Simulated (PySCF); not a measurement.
Molecule: `[C@H]1(OC)C=C(C)C1`, C6H10O.

Cartesian coordinates in Å; atom numbers follow the order of the lines, from 1:
```xyz
17

C    -2.7878    0.1901   -0.3054
O    -1.7128    0.7370    0.4143
C    -0.7025   -0.1963    0.7005
C     0.2246   -0.6202   -0.4210
C     1.3038   -0.0907    0.1532
C     2.7488   -0.0235   -0.1641
C     0.5509    0.4513    1.3445
H    -2.4735   -0.1625   -1.2939
H    -3.2440   -0.6474    0.2385
H    -3.5186    0.9879   -0.4225
H    -1.1193   -1.0399    1.2746
H     0.0494   -1.1610   -1.3328
H     3.0697    1.0161   -0.2278
H     3.3295   -0.5004    0.6258
H     2.9578   -0.5197   -1.1087
H     0.8359    0.0559    2.3179
H     0.4811    1.5353    1.3903
```

Frames of a GFN2-xTB Langevin trajectory at 300 K; GIAO PBE0/pcSseg-1 shieldings in PySCF 2.14, gas phase, non-relativistic; equivalent atoms averaged within each frame.

Referencing at the same level of theory: 13C (σref 186.93), 1H (σref 31.72) vs TMS; 17O (σref 336.08) against H2O. The references are static minima.

**Question.** How do the shifts (ppm) fluctuate along the trajectory?

**Answer.** 
```tsv
time (fs)	C5	C4	C3	C1	C7	C6	O2	H12	H8/H9/H10	H11
250	171.0	137.8	68.7	62.4	49.1	18.9	37.4	6.09	4.04	3.84
425	162.7	144.0	77.5	60.4	45.5	24.2	44.8	6.57	3.83	4.03
625	159.8	139.1	76.3	58.7	40.4	14.9	46.7	6.16	3.44	3.85
800	168.8	152.8	96.3	61.6	50.0	31.2	49.7	8.06	3.65	4.13
1000	168.6	140.1	76.9	60.0	42.4	25.1	45.5	7.00	3.81	3.50
mean of frames	166.2	142.7	79.1	60.6	45.5	22.9	44.8	6.78	3.75	3.87
standard deviation	4.7	6.1	10.2	1.4	4.2	6.2	4.6	0.80	0.22	0.24
```

5 frames give an uncertainty of the mean of about the standard deviation over 2.2 at best, since frames this close in time may not be independent; classical motion lacks zero-point vibration, and the reference would need the same averaging.
